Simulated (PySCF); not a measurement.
**Al (aluminium, neutral) across methods**

[Ne] 3s1 3p2, high-spin 4P determinant (an excited configuration). Calculation: PySCF 2.14, in aug-cc-pV(Q+d)Z; no relativity, point nucleus.

| method | E (hartree) | mean ε 2p β (eV) | mean ε 3s α (eV) | mean ε 3p α (eV) | Σ⟨r²⟩ (bohr²) | ⟨S²⟩ |
| --- | --- | --- | --- | --- | --- | --- |
| PBE | -242.1024 | -70.917 | -9.138 | -3.875 | 34.64 | 3.750 |
| UHF | -241.79261 | -88.296 | -14.176 | -7.126 | 34.52 | 3.750 |
| TPSS | -242.2559 | -71.308 | -9.204 | -3.897 | 34.38 | 3.750 |
| LDA | -241.1824 | -71.048 | -9.211 | -3.862 | 34.87 | 3.750 |
| revPBE | -242.1913 | -70.875 | -9.102 | -3.872 | 34.58 | 3.750 |
| r2SCAN | -242.2201 | -72.490 | -9.504 | -4.062 | 34.15 | 3.750 |
| PBE0 | -242.1285 | -75.516 | -10.498 | -4.762 | 34.33 | 3.750 |
| BLYP | -242.2368 | -70.997 | -8.875 | -3.576 | 34.88 | 3.750 |
